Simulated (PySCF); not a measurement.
## Working with the constants of NaGa⁺

UHF-CCSD(T) constants of NaGa⁺, ²Σ⁺ (doublet), unpaired electrons σ ↑ (PySCF, spin-free X2C with a Gaussian nucleus, basis sets Na x2c-SVPall, Ga x2c-SVPall; masses 22.9898 and 68.9256 u):

```
ωe              : 106.9 cm⁻¹
ωexe            : 0.362 cm⁻¹
Be              : 0.081548 cm⁻¹
αe              : 0.000512 cm⁻¹
D (centrifugal) : 1.9e-07 cm⁻¹
De to Na⁺ + Ga  : 0.79 eV
```

**Question.** Give the vibrational terms G(v) and spacings up to v = 6.

**Answer.** G(v) = ωe(v+½) − ωexe(v+½)².

```csv
v,G(v) (cm⁻¹),G(v) − G(v−1),Bv (cm⁻¹)
0,53.4,,0.08129
1,159.5,106.2,0.08078
2,265.0,105.5,0.08027
3,369.7,104.7,0.07976
4,473.7,104.0,0.07924
5,577.0,103.3,0.07873
6,679.6,102.6,0.07822
```

**Question.** How well does the Morse estimate ωe²/(4ωexe) reproduce De, and what is D0?

**Answer.** It gives 0.98 eV, 124 % of the computed De. D0 = De − G(0) = 0.79 − 0.01 = 0.78 eV.

Correlated steps freeze 10 core orbitals. Correlated levels converge slowly with the basis: in double zeta they bind strong bonds too weakly, by up to about 1 eV, and carry superposition errors of some tenths. Spin–orbit coupling is left out. For an ion De counts to the pair picked by the measured ionisation energies or electron affinities, which need not be the lowest pair at this level. The state was picked by a PBE0 search and need not be the measured ground state.
